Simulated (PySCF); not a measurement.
CH$_{5}$AlO$_{2}$ (SMILES [CH3][Al]([OH])[OH]), singlet, geometry from GFN2-xTB (such geometries of metal compounds can be far from the true shape); DF-M062X/6-311++G** (PySCF).

Input for PySCF:
```python
from pyscf import gto, scf, dft
import numpy

mol = gto.M(
    atom='''
Al    0.077495    0.072760    0.005579
C    -1.429124   -1.224157   -0.136255
H    -1.103574   -2.145534   -0.615245
H    -2.255784   -0.816331   -0.712402
H    -1.800166   -1.498175    0.849291
O    -0.039166    1.511442   -0.787356
H    -0.099529    2.338246   -1.240171
O     1.375252   -0.372392    0.916601
H     2.137670   -0.591536    1.429574
''',
    basis='6-311++g**',
    charge=0,
    spin=0,
    verbose=4,
)
print('smallest overlap eigenvalue', numpy.linalg.eigvalsh(mol.intor('int1e_ovlp'))[0])

mf = dft.RKS(mol)
mf.xc = 'm062x'
mf = mf.density_fit(auxbasis='def2-universal-jkfit')
mf = scf.addons.remove_linear_dep_(mf, threshold=1e-3, lindep=1e-3)
mf.kernel()
```

It wrote (shortened):

```
PySCF version 2.14.0

[INPUT] verbose = 4
[INPUT] num. atoms = 9
[INPUT] num. electrons = 40
[INPUT] charge = 0
[INPUT] spin (= nelec alpha-beta = 2S) = 0
[INPUT] symmetry False subgroup None
[INPUT] Mole.unit = angstrom
[INPUT] Symbol           X                Y                Z      unit          X                Y                Z       unit  Magmom
[INPUT]  1 Al     0.077495000000   0.072760000000   0.005579000000 AA    0.146444326023   0.137496472823   0.010542782049 Bohr   0.0
[INPUT]  2 C     -1.429124000000  -1.224157000000  -0.136255000000 AA   -2.700652958043  -2.313321463469  -0.257484633103 Bohr   0.0
[INPUT]  3 H     -1.103574000000  -2.145534000000  -0.615245000000 AA   -2.085452618191  -4.054471650943  -1.162644549508 Bohr   0.0
[INPUT]  4 H     -2.255784000000  -0.816331000000  -0.712402000000 AA   -4.262813956176  -1.542642016992  -1.346244670592 Bohr   0.0
[INPUT]  5 H     -1.800166000000  -1.498175000000   0.849291000000 AA   -3.401820718754  -2.831140436670   1.604927390058 Bohr   0.0
[INPUT]  6 O     -0.039166000000   1.511442000000  -0.787356000000 AA   -0.074013013395   2.856211433165  -1.487887202533 Bohr   0.0
[INPUT]  7 H     -0.099529000000   2.338246000000  -1.240171000000 AA   -0.188082551452   4.418644551860  -2.343583537628 Bohr   0.0
[INPUT]  8 O      1.375252000000  -0.372392000000   0.916601000000 AA    2.598849632260  -0.703718890979   1.732124855502 Bohr   0.0
[INPUT]  9 H      2.137670000000  -0.591536000000   1.429574000000 AA    4.039610844699  -1.117841032821   2.701503334799 Bohr   0.0

nuclear repulsion = 159.127999905643
number of shells = 69
number of NR pGTOs = 199
number of NR cGTOs = 131
basis = 6-311++g**
ecp = {}
input.py:26: DeprecationWarning: remove_linear_dep_ is deprecated and will be removed in a future release. Linear dependency handling is now built into the SCF procedure by default. Linear dependency removal can be controlled using the following settings:
  pyscf.scf.hf.remove_overlap_zero_eigenvalue = True
  pyscf.scf.hf.overlap_zero_eigenvalue_threshold = 1e-6

  mf = scf.addons.remove_linear_dep_(mf, threshold=1e-3, lindep=1e-3)
smallest overlap eigenvalue 0.0003740858317711205
Applying remove_linear_dep_ on SCF object.
Using canonical orthogonalization with threshold 0.001

******** <class 'pyscf.df.df_jk.DFRKS'> ********
method = DFRKS
initial guess = minao
damping factor = 0
level_shift factor = 0
DIIS = <class 'pyscf.scf.diis.CDIIS'>
diis_start_cycle = 1
diis_space = 8
diis_damp = 0
SCF conv_tol = 1e-09
SCF conv_tol_grad = None
SCF max_cycles = 50
direct_scf = False
XC library pyscf.dft.libxc version 7.1.2
    S. Lehtola, C. Steigemann, M. J. T. Oliveira, and M. A. L. Marques,  SoftwareX 7, 1–5 (2018)
XC functionals = m062x
    Y. Zhao and D. G. Truhlar,  Theor. Chem. Acc. 120, 215 (2008)
    Y. Zhao and D. G. Truhlar,  Theor. Chem. Acc. 120, 215 (2008)
radial grids:
    Treutler-Ahlrichs [JCP 102, 346 (1995); DOI:10.1063/1.469408] (M4) radial grids

becke partition: Becke, JCP 88, 2547 (1988); DOI:10.1063/1.454033
pruning grids: <function nwchem_prune>
grids dens level: 3
symmetrized grids: False
atomic radii adjust function: <function treutler_atomic_radii_adjust>
small_rho_cutoff = 0
Set gradient conv threshold to 3.16228e-05
Initial guess from minao.
tot grids = 110504
******** <class 'pyscf.df.df.DF'> ********
auxbasis = def2-universal-jkfit
init E= -434.179544125315
  HOMO = -0.369830257125308  LUMO = -0.0725667388225416  gap/eV = 8.08895
cycle= 1 E= -433.90700112552  delta_E= 0.273  |g|= 0.964  |ddm|= 2.35
  HOMO = -0.21958257731623  LUMO = 0.00090852979617935  gap/eV = 5.99987
cycle= 2 E= -433.814645526896  delta_E= 0.0924  |g|= 1.23  |ddm|= 1.05
  HOMO = -0.335452729949145  LUMO = -0.00932712662695101  gap/eV = 8.87433
cycle= 3 E= -434.075490779054  delta_E= -0.261  |g|= 0.0625  |ddm|= 0.58
  HOMO = -0.347652758510034  LUMO = -0.0100840319436954  gap/eV = 9.18571
cycle= 4 E= -434.076154477962  delta_E= -0.000664  |g|= 0.032  |ddm|= 0.0578
  HOMO = -0.340846503502371  LUMO = -0.00957705753090804  gap/eV = 9.01430
cycle= 5 E= -434.07640416863  delta_E= -0.00025  |g|= 0.00469  |ddm|= 0.0228
  HOMO = -0.340930477919243  LUMO = -0.00956600817268901  gap/eV = 9.01689
cycle= 6 E= -434.076409980182  delta_E= -5.81e-06  |g|= 0.00159  |ddm|= 0.00581
  HOMO = -0.341012350364111  LUMO = -0.00962057234738569  gap/eV = 9.01763
cycle= 7 E= -434.076410271996  delta_E= -2.92e-07  |g|= 0.0013  |ddm|= 0.00146
  HOMO = -0.340997674826682  LUMO = -0.00961895660720551  gap/eV = 9.01727
cycle= 8 E= -434.076410268191  delta_E= 3.81e-09  |g|= 0.0013  |ddm|= 0.00024
  HOMO = -0.34098625237312  LUMO = -0.00961425377924503  gap/eV = 9.01709
cycle= 9 E= -434.076410282613  delta_E= -1.44e-08  |g|= 0.00125  |ddm|= 0.000444
  HOMO = -0.340981525809375  LUMO = -0.00961318837335765  gap/eV = 9.01699
cycle= 10 E= -434.076410284972  delta_E= -2.36e-09  |g|= 0.00126  |ddm|= 0.000261
  HOMO = -0.340985898256925  LUMO = -0.00961299796462886  gap/eV = 9.01712
cycle= 11 E= -434.076410265448  delta_E= 1.95e-08  |g|= 0.00132  |ddm|= 0.000187
  HOMO = -0.34094611207668  LUMO = -0.00958963431492877  gap/eV = 9.01667
cycle= 12 E= -434.076410235055  delta_E= 3.04e-08  |g|= 0.00131  |ddm|= 0.00132
  HOMO = -0.340995362902621  LUMO = -0.00960878433078568  gap/eV = 9.01749
cycle= 13 E= -434.07641027743  delta_E= -4.24e-08  |g|= 0.0013  |ddm|= 0.00131
  HOMO = -0.341012098033327  LUMO = -0.00961000051776044  gap/eV = 9.01791
cycle= 14 E= -434.076410285643  delta_E= -8.21e-09  |g|= 0.00129  |ddm|= 6.39e-05
  HOMO = -0.341000410365139  LUMO = -0.00960870869739008  gap/eV = 9.01763
cycle= 15 E= -434.076410284122  delta_E= 1.52e-09  |g|= 0.00129  |ddm|= 5.81e-05
  HOMO = -0.341002753997831  LUMO = -0.00961044502129536  gap/eV = 9.01764
cycle= 16 E= -434.076410282285  delta_E= 1.84e-09  |g|= 0.00129  |ddm|= 6.88e-05
  HOMO = -0.341003490271339  LUMO = -0.00961078647768785  gap/eV = 9.01765
cycle= 17 E= -434.076410277758  delta_E= 4.53e-09  |g|= 0.0013  |ddm|= 7.55e-05
  HOMO = -0.341007785025656  LUMO = -0.0096105660453921  gap/eV = 9.01778
cycle= 18 E= -434.076410286631  delta_E= -8.87e-09  |g|= 0.00128  |ddm|= 0.000139
  HOMO = -0.340997154188768  LUMO = -0.00960934219542884  gap/eV = 9.01752
cycle= 19 E= -434.076410298075  delta_E= -1.14e-08  |g|= 0.00124  |ddm|= 0.00023
  HOMO = -0.341007151643159  LUMO = -0.00961020964181788  gap/eV = 9.01777
cycle= 20 E= -434.07641028326  delta_E= 1.48e-08  |g|= 0.00128  |ddm|= 0.000227
  HOMO = -0.340996459265172  LUMO = -0.00959959789640212  gap/eV = 9.01777
cycle= 21 E= -434.076410449011  delta_E= -1.66e-07  |g|= 0.000626  |ddm|= 0.000847
  HOMO = -0.34100614334361  LUMO = -0.00960546894861326  gap/eV = 9.01787
cycle= 22 E= -434.076410347228  delta_E= 1.02e-07  |g|= 0.00111  |ddm|= 0.00064
  HOMO = -0.341004557171426  LUMO = -0.00961019236248396  gap/eV = 9.01770
cycle= 23 E= -434.07641031018  delta_E= 3.7e-08  |g|= 0.00121  |ddm|= 0.000383
  HOMO = -0.341008555741528  LUMO = -0.00961293357196382  gap/eV = 9.01773
cycle= 24 E= -434.076410303141  delta_E= 7.04e-09  |g|= 0.00122  |ddm|= 0.000156
  HOMO = -0.341025648315619  LUMO = -0.00961725268832642  gap/eV = 9.01808
cycle= 25 E= -434.076410293685  delta_E= 9.46e-09  |g|= 0.00125  |ddm|= 0.000172
  HOMO = -0.340960101589052  LUMO = -0.00960729506725022  gap/eV = 9.01657
cycle= 26 E= -434.07641027415  delta_E= 1.95e-08  |g|= 0.00129  |ddm|= 0.000303
  HOMO = -0.340976132157766  LUMO = -0.00960153264952305  gap/eV = 9.01716
cycle= 27 E= -434.076410338657  delta_E= -6.45e-08  |g|= 0.0011  |ddm|= 0.000539
  HOMO = -0.340993362055811  LUMO = -0.00960115300529582  gap/eV = 9.01764
cycle= 28 E= -434.076410306853  delta_E= 3.18e-08  |g|= 0.00119  |ddm|= 0.00035
  HOMO = -0.341002774386843  LUMO = -0.00960152011976937  gap/eV = 9.01789
cycle= 29 E= -434.076410319344  delta_E= -1.25e-08  |g|= 0.00113  |ddm|= 0.000328
  HOMO = -0.340987688971368  LUMO = -0.00959948726511285  gap/eV = 9.01753
cycle= 30 E= -434.076410490907  delta_E= -1.72e-07  |g|= 0.000446  |ddm|= 0.000873
  HOMO = -0.341034194325202  LUMO = -0.00960280970481773  gap/eV = 9.01871
cycle= 31 E= -434.076410324919  delta_E= 1.66e-07  |g|= 0.00114  |ddm|= 0.000684
  HOMO = -0.341037449133515  LUMO = -0.00960232895053187  gap/eV = 9.01881
cycle= 32 E= -434.076410312381  delta_E= 1.25e-08  |g|= 0.00116  |ddm|= 0.000152
  HOMO = -0.341017965148072  LUMO = -0.00960280376819394  gap/eV = 9.01827
cycle= 33 E= -434.076410304277  delta_E= 8.1e-09  |g|= 0.0012  |ddm|= 0.000223
  HOMO = -0.341028057335109  LUMO = -0.00960765691687898  gap/eV = 9.01841
cycle= 34 E= -434.076410290984  delta_E= 1.33e-08  |g|= 0.00125  |ddm|= 0.000159
  HOMO = -0.341049093849892  LUMO = -0.00961189149797205  gap/eV = 9.01887
cycle= 35 E= -434.07641030998  delta_E= -1.9e-08  |g|= 0.00121  |ddm|= 0.00025
  HOMO = -0.341000015172597  LUMO = -0.00960737419271249  gap/eV = 9.01765
cycle= 36 E= -434.07641026565  delta_E= 4.43e-08  |g|= 0.00132  |ddm|= 0.00034
  HOMO = -0.341009794567342  LUMO = -0.00960844404665222  gap/eV = 9.01789
cycle= 37 E= -434.076410270955  delta_E= -5.3e-09  |g|= 0.00132  |ddm|= 0.000176
  HOMO = -0.340977415007223  LUMO = -0.00960695305921344  gap/eV = 9.01705
cycle= 38 E= -434.07641029027  delta_E= -1.93e-08  |g|= 0.00126  |ddm|= 0.000385
  HOMO = -0.340994237386168  LUMO = -0.00960584166460564  gap/eV = 9.01754
cycle= 39 E= -434.076410488716  delta_E= -1.98e-07  |g|= 0.000433  |ddm|= 0.00108
  HOMO = -0.341024565505486  LUMO = -0.00960745861974883  gap/eV = 9.01832
cycle= 40 E= -434.076410355017  delta_E= 1.34e-07  |g|= 0.00108  |ddm|= 0.000654
  HOMO = -0.34103660393656  LUMO = -0.00960752791535357  gap/eV = 9.01864
cycle= 41 E= -434.07641034429  delta_E= 1.07e-08  |g|= 0.00111  |ddm|= 0.000331
  HOMO = -0.340986037384326  LUMO = -0.00960463476308062  gap/eV = 9.01735
cycle= 42 E= -434.076410313636  delta_E= 3.07e-08  |g|= 0.0012  |ddm|= 0.000394
  HOMO = -0.341013843749698  LUMO = -0.00960792997291965  gap/eV = 9.01801
cycle= 43 E= -434.076410316082  delta_E= -2.45e-09  |g|= 0.00118  |ddm|= 0.000243
  HOMO = -0.341015878399798  LUMO = -0.00960817803227212  gap/eV = 9.01806
cycle= 44 E= -434.076410314087  delta_E= 2e-09  |g|= 0.00119  |ddm|= 0.000103
  HOMO = -0.341023748619046  LUMO = -0.00960933083138317  gap/eV = 9.01825
cycle= 45 E= -434.076410311255  delta_E= 2.83e-09  |g|= 0.00121  |ddm|= 9.53e-05
  HOMO = -0.34100863829539  LUMO = -0.00960595043552862  gap/eV = 9.01793
cycle= 46 E= -434.0764103123  delta_E= -1.05e-09  |g|= 0.0012  |ddm|= 0.000182
  HOMO = -0.34102747287567  LUMO = -0.0096067010763485  gap/eV = 9.01842
cycle= 47 E= -434.07641031067  delta_E= 1.63e-09  |g|= 0.00121  |ddm|= 9.28e-05
  HOMO = -0.341051589058598  LUMO = -0.00960065543064671  gap/eV = 9.01924
cycle= 48 E= -434.076410476861  delta_E= -1.66e-07  |g|= 0.000454  |ddm|= 0.000936
  HOMO = -0.341032254440812  LUMO = -0.00960836290600951  gap/eV = 9.01850
cycle= 49 E= -434.07641031913  delta_E= 1.58e-07  |g|= 0.00117  |ddm|= 0.000593
  HOMO = -0.341040213717609  LUMO = -0.00960682096146596  gap/eV = 9.01876
cycle= 50 E= -434.07641031941  delta_E= -2.8e-10  |g|= 0.00116  |ddm|= 9.37e-05
SCF not converged.
SCF energy = -434.07641031941
```

The run did not converge; its last values are not results.
